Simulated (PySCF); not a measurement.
A structure optimised at PBE0-D3(BJ)/def2-TZVPD, used in a PySCF frequency run:

```
C
O 1 1.2456
O 1 1.2456 2 130.45
H 1 1.1385 2 114.77 3 180.00
```
Charge -1, spin multiplicity 1.

Question: Write its SMILES, formula and point group.

Answer: O=C[O-], CHO2, C2v

Question: What are its rotational constants (standard atomic weights)?

Answer: 108.68, 12.348, 11.088 GHz
